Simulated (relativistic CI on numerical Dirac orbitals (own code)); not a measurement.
**Mn5+: calculation against measurement**

Method of calculation: Dirac-Coulomb-Breit CI, KLI orbitals optimised for each configuration, model QED (radiative potential, 1s self-energy scaled to tabulated hydrogen-like ionisation energies), valence Slater integrals scaled by 0.85, P86 correlation energy added to each configuration (own radial code, finite nucleus).

CI space (outside the closed core [Ne]): 3s2 3p6 3d2, 3s2 3p6 3d 4s, 3s2 3p5 3d3, 3s2 3p6 3d 4p, 3s2 3p6 3d 4d, 3s 3p6 3d3, 3s2 3p6 3d 5s, 3s2 3p6 3d 4f, 3s2 3p6 3d 5p, 3s2 3p6 4s2, 3s2 3p6 3d 5d, 3s2 3p6 3d 5f, 3s2 3p6 3d 5g, 3s2 3p6 4s 4p, 3s2 3p5 3d2 4s. Double excitations out of closed p, d and f shells are left out; levels of such configurations are missing from the list, as are those of other unlisted configurations, and high levels can miss mixing partners.

| Configuration | Term (tabulated) | J | Measured (cm⁻¹) | Computed | Error | Purity (%) |
| --- | --- | --- | --- | --- | --- | --- |
| 3s2 3p6 3d2 | 3F | 2 | 0.0 | 0 | 0 | 100 |
| 3s2 3p6 3d2 | 3F | 3 | 746.0 | 719 | -27 | 100 |
| 3s2 3p6 3d2 | 3F | 4 | 1669.0 | 1607 | -62 | 100 |
| 3s2 3p6 3d2 | 1D | 2 | 15336.0 | 15164 | -172 | 94 |
| 3s2 3p6 3d2 | 3P | 0 | 17782.0 | 17361 | -421 | 100 |
| 3s2 3p6 3d2 | 3P | 1 | 18057.0 | 17623 | -434 | 100 |
| 3s2 3p6 3d2 | 3P | 2 | 18628.0 | 18181 | -447 | 94 |
| 3s2 3p6 3d2 | 1G | 4 | 25511.0 | 24227 | -1284 | 100 |
| 3s2 3p6 3d 4s | 3D | 1 | 250096.6 | 256789 | 6692 | 100 |
| 3s2 3p6 3d 4s | 3D | 2 | 250527.0 | 257208 | 6681 | 98 |
| 3s2 3p6 3d 4s | 3D | 3 | 251403.0 | 258054 | 6651 | 100 |
| 3s2 3p6 3d 4s | 1D | 2 | 255239.7 | 261869 | 6630 | 98 |
| 3s2 3p6 3d 4p | 1D° | 2 | 319821.2 | 324824 | 5003 | 91 |
| 3s2 3p6 3d 4p | 3D° | 1 | 321693.5 | 326292 | 4598 | 98 |
| 3s2 3p6 3d 4p | 3D° | 2 | 322409.6 | 327006 | 4596 | 94 |
| 3s2 3p6 3d 4p | 3D° | 3 | 323282.5 | 327861 | 4579 | 93 |
| 3s2 3p6 3d 4p | 3F° | 2 | 323796.1 | 328645 | 4849 | 91 |
| 3s2 3p6 3d 4p | 3F° | 3 | 324849.1 | 329651 | 4802 | 94 |
| 3s2 3p6 3d 4p | 3F° | 4 | 326372.6 | 331147 | 4775 | 99 |
| 3s2 3p6 3d 4p | 3P° | 1 | 329634.5 | 334147 | 4512 | 96 |
| 3s2 3p6 3d 4p | 3P° | 0 | 329729.3 | 334244 | 4515 | 99 |
| 3s2 3p6 3d 4p | 3P° | 2 | 329992.0 | 334508 | 4516 | 98 |
| 3s2 3p6 3d 4p | 1F° | 3 | 333054.5 | 337774 | 4719 | 99 |
| 3s2 3p6 3d 4p | 1P° | 1 | 336130.8 | 340127 | 3996 | 96 |
| 3s2 3p6 3d 4d | 1F | 3 | 429104.8 | 434551 | 5446 | 94 |
| 3s2 3p6 3d 4d | 3D | 2 | 431059.4 | 436134 | 5074 | 100 |
| 3s2 3p6 3d 4d | 3D | 3 | 431606.6 | 436668 | 5061 | 93 |
| 3s2 3p6 3d 4d | 3G | 3 | 432090.5 | 437029 | 4938 | 94 |
| 3s2 3p6 3d 4d | 1P | 1 | 432313.3 | 437918 | 5605 | 91 |
| 3s2 3p6 3d 4d | 3G | 4 | 432652.6 | 437559 | 4907 | 100 |
| 3s2 3p6 3d 4d | 3G | 5 | 433463.6 | 438341 | 4877 | 100 |
| 3s2 3p6 3d 4d | 3S | 1 | 436451.0 | 441205 | 4754 | 98 |
| 3s2 3p6 3d 4d | 3F | 2 | 439105.0 | 445726 | 6621 | 99 |
| 3s2 3p6 3d 4d | 3F | 3 | 439643.4 | 446245 | 6602 | 100 |
| 3s2 3p6 3d 4d | 3F | 4 | 440234.1 | 446812 | 6578 | 100 |
| 3s2 3p6 3d 4d | 1D | 2 | 444637.1 | 450557 | 5920 | 91 |
| 3s2 3p6 3d 4d | 3P | 1 | 445581.9 | 451821 | 6239 | 100 |
| 3s2 3p6 3d 4d | 3P | 2 | 446044.2 | 452217 | 6173 | 92 |
| 3s2 3p6 3d 4d | 1G | 4 | 447701.8 | 453116 | 5414 | 99 |

Measured levels from Corliss and Sugar, J. Phys. Chem. Ref. Data 6, 1253 (1977); pairs were made by configuration, J and term (by order where the table uses no LS term), so strongly mixed levels may be paired wrongly. Some J values or terms of the table were assigned by a fit.

Mean error by configuration (cm⁻¹): 3s2 3p6 3d2 -407; 3s2 3p6 3d 4s 6663; 3s2 3p6 3d 4p 4622; 3s2 3p6 3d 4d 5614. Over the excited levels the mean absolute error is 4452 cm⁻¹ (38 of the 38 excited levels that our extract of the source holds in range could be paired), and the median relative error of those above 1,000 cm⁻¹ is 1.4 %. Some levels of the ground configuration have no partner.
